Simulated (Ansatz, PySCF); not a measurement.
Gas-phase reaction (SMILES): CN(C)[Si](Br)(Br)Br + 6 [H][H] (H2) → 3 Br (HBr) + 2 C (CH4) + N (NH3) + [SiH4] (SiH4); energy of full hydrogenation.

Geometries: B3LYP-D3(BJ)/def2-TZVP minima from Ansatz (an electronic-structure program), one conformer each, not searched for the lowest. Correlated levels leave the core frozen unless marked. Spin-orbit coupling is left out. Frozen are the shells of the preceding noble gas and the d and f shells that filled before the atom's block. No relativistic terms. CBS(X,Y): correlation extrapolated as X^-3; Hartree-Fock from the larger set. The bracket is a focal-point correction in the basis named. Thermal terms are rigid-rotor harmonic-oscillator values from B3LYP-D3(BJ) frequencies (Ansatz or PySCF) at 298.15 K and 1 atm. 1 Eh = 627.5095 kcal/mol.

```tsv
species	E, RI-MP2/CBS(def2-TZVPPD,def2-QZVPPD)+[CCSD(T)-MP2]/def2-TZVPPD (Ansatz) (Eh)	E, PBE-D3(BJ)/def2-TZVPD (Ansatz + dftd3) (Eh)	H - E (Eh)
CN(C)[Si](Br)(Br)Br	-8141.70979	-8145.29997	0.09858
[H][H] (H2)	-1.17532	-1.16598	0.01336
Br (HBr)	-2573.28273	-2574.36932	0.00927
C (CH4)	-40.46135	-40.46420	0.04840
N (NH3)	-56.50761	-56.51114	0.03799
[SiH4] (SiH4)	-291.46147	-291.72290	0.03520
```

Question: Work out ΔE and ΔH at 298.15 K at the first level, then ΔH at the second.

Answer: 
1. ΔE = [3×(-2573.28273) + 2×(-40.46135) + (-56.50761) + (-291.46147)] - [(-8141.70979) + 6×(-1.17532)] = 0.02174 Eh = 13.6 kcal/mol at RI-MP2/CBS(def2-TZVPPD,def2-QZVPPD)+[CCSD(T)-MP2]/def2-TZVPPD.
2. The terms H - E add up to 0.01906 Eh, so ΔH = (0.02174 + (0.01906))×627.5095 = 25.6 kcal/mol.
3. At PBE-D3(BJ)/def2-TZVPD the same steps give ΔE = 16.0 and ΔH = 27.9 kcal/mol, a shift of +2.3 from the first level.
4. These values are not checked against measurement here, since the tables used lack a sound gas-phase enthalpy of formation for at least one species.
